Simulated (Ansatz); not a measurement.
Molecule: BO, net charge 0, doublet state. 
Coordinates optimised at B3LYP-D3(BJ)/def2-TZVP (Ansatz, an electronic-structure program):
```xyz
2

B      0.0000     0.0000    -0.7398
O      0.0000     0.0000     0.4623
```
Charge 0, spin multiplicity 2.

Atomisation energy built up term by term with Ansatz (kcal/mol; UHF references for open shells; valence terms freeze the core; atomic spin-orbit terms are left out). CBS marks a two-point X^-3 extrapolation of the correlation energy; Hartree-Fock from the larger set (for Q and 5 zeta extrapolated as (X+1)exp(-9√X)).

```json
[
 {"term": "Hartree-Fock", "basis": "CBS(cc-pVQZ,cc-pV5Z)", "kcal/mol": "134.40"},
 {"term": "CCSD correlation", "basis": "CBS(cc-pVQZ,cc-pV5Z)", "kcal/mol": "52.50"},
 {"term": "(T)", "basis": "CBS(cc-pVQZ,cc-pV5Z)", "kcal/mol": "6.93"},
 {"term": "CCSDT - CCSD(T)", "basis": "cc-pVDZ", "kcal/mol": "0.30"},
 {"term": "(Q)", "basis": "cc-pVDZ", "kcal/mol": "0.66"},
 {"term": "core correlation", "basis": "cc-pwCVTZ", "kcal/mol": "1.40"},
 {"term": "scalar relativity (X2C)", "basis": "cc-pVTZ-DK against cc-pVTZ", "kcal/mol": "-0.22"},
 {"term": "sum: De", "basis": "", "kcal/mol": "196.0"}
]
```

(T) makes 3.6 % of the CCSD(T) atomisation energy; under 5 % is typical of single-reference molecules.
